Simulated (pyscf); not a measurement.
Optimised with ωB97X-D3(BJ)/def2-SVP in PySCF. Correlated levels are frozen-core, on RHF or UHF. ΔMP2 is the change of the MP2 total energy from the triple- to the quadruple-zeta basis. Singlets are restricted, triplets unrestricted.

Singlet (Å):
```xyz
3

I      1.3593    -1.3432    -0.0760
Si    -0.0955     0.0063    -1.5106
I     -0.3253     2.0572    -0.1930
```

Triplet (Å):
```xyz
3

I      1.3932     0.3021     1.2576
Si    -0.9880    -0.0736     1.0737
I     -1.8374    -1.5724    -0.6226
```

Q: For these two minima of I–Si:–I, which spin state lies lower at CCSD(T)/def2-TZVPP + ΔMP2(QZVPP), and by how much (electronic energies)?

A: The singlet, by 40.7 kcal/mol. Zero-point energy shifts E(triplet) − E(singlet) by 0.0 kcal/mol. 

E(triplet) − E(singlet) by level (kcal/mol):

| level | gap |
|---|---|
| ωB97X-D3(BJ)/def2-TZVP | +39.5 |
| PBE/def2-TZVP | +37.7 |
| r²SCAN/def2-TZVP | +32.8 |
| B3LYP-D3(BJ)/def2-TZVP | +39.8 |
| PBE0-D3(BJ)/def2-TZVP | +35.9 |
| M06-2X/def2-TZVP | +39.7 |
| ωB97M-D3(BJ)/def2-TZVP | +44.1 |
| HF/def2-TZVP | +22.9 |
| MP2/def2-QZVPP | +40.7 |
| CCSD/def2-TZVPP | +38.0 |
| CCSD(T)/def2-TZVPP | +39.4 |
| CCSD(T)/def2-TZVPP + ΔMP2(QZVPP) | +40.7 |

The triplet is the lowest one reached from the SCF start used. The CCSD(T) − MP2 part came from Ansatz, without density fitting, on the same reference. The frozen core leaves the outer d or s,p core shells of the metals and heavy elements correlated in the MP2 and CC values, and def2-TZVPP describes them poorly, which can shift differences by a few kcal/mol. Elements past Kr carry the def2 core potentials, without spin-orbit coupling.
